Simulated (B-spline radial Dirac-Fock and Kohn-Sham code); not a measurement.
**Dy 3p1/2: cross section and angular parameters**

System: neutral dysprosium, configuration 1s2 2s2 2p6 3s2 3p6 3d10 4s2 4p6 4d10 4f10 5s2 5p6 6s2; threshold 1842.0 eV (tabulated edge). Model: Dirac-Hartree-Slater photoionisation with a Latter tail; cross sections with all multipoles, angular parameters from the dipole term and its interference with E2. Program: a radial atomic solver.

```
hν (eV)  σ (kb)      β       γ      δ
   2000    59.7  0.853   0.327  0.180
   2530       ?      ?       ?      ?
 2984.4    34.3  1.514   0.089  0.011
   3570    25.4  1.574  -0.008  0.003
   4000    20.6  1.592  -0.013  0.001
   5380    11.5  1.596   0.126  0.003
   6150    8.70  1.584   0.243  0.006
   6940    6.69  1.569   0.369  0.009
 8047.8    4.80  1.544   0.546  0.015
  10900    2.33  1.477   0.962  0.033
```

Q: Give the values at 2530 eV.

A: σ = 44.1 kb, β = 1.397, γ = 0.279, δ = 0.034.

Values without a named source are computed, but for edge energies of neutral atoms, which are taken from tables.
